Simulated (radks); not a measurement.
Problem. The table gives one normalised radial function P(r) = r R(r) of Lu3+ in [Xe] 4f14 (r in bohr). All-electron calculation, scalar-relativistic Kohn-Sham, PBE, spin-polarised, spherical densities, finite nucleus; Fermi nuclear charge, rms radius 5.37 fm. Program: a radial shooting solver on a logarithmic mesh with Libxc functionals.

r	P
0.002828	0.0002
0.003742	0.0005
0.004951	0.0011
0.006551	0.0024
0.008599	0.0050
0.01138	0.0105
0.01505	0.0216
0.01976	0.0427
0.02614	0.0835
0.03459	0.1562
0.0454	0.2716
0.06008	0.4446
0.07949	0.6552
0.1052	0.8324
0.138	0.8435
0.1827	0.5390
0.2417	-0.1212
0.3172	-0.8976
0.4197	-1.4367
0.5554	-1.4344
0.729	-1.0210
0.9645	-0.5166
1.276	-0.1816
1.689	-0.0414
2.216	-0.0058
2.932	-0.0004
3.88	0.0000

Which n and l does it have? It may be an empty orbital.

Solution. n = 4, l = 2: the number of nodes gives n - l - 1 = 1, the rise at small r (about r^(l+1), flatter next to the nucleus through relativity) gives l, and the extent must fit the shell. The curve is that of 4d. 4d: eigenvalue -218.52 eV, 1 radial node at r = 0.231 bohr, <r> = 0.548 bohr, 90 % of the charge inside 0.823 bohr.
